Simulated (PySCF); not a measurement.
C2H8Si, SMILES CC[SiH3]. Geometry optimised at PBE0-D3(BJ)/def2-SVP.

Computed equilibrium geometry at PBE0-D3(BJ)/def2-SVP (PySCF confirms it by a frequency run) as Cartesian coordinates in Å, and its point group:
point group Cs.
```xyz
11

Si     0.1218     1.1501     0.0000
C     -0.6634    -0.5655     0.0000
C      0.3430    -1.7128     0.0000
H     -0.9291     2.2151     0.0000
H      0.9827     1.3328    -1.2113
H      0.9827     1.3328     1.2113
H     -1.3267    -0.6302     0.8800
H     -1.3267    -0.6302    -0.8800
H      0.9963    -1.6791    -0.8865
H      0.9963    -1.6791     0.8865
H     -0.1581    -2.6937     0.0000
```
Charge 0, spin multiplicity 1.
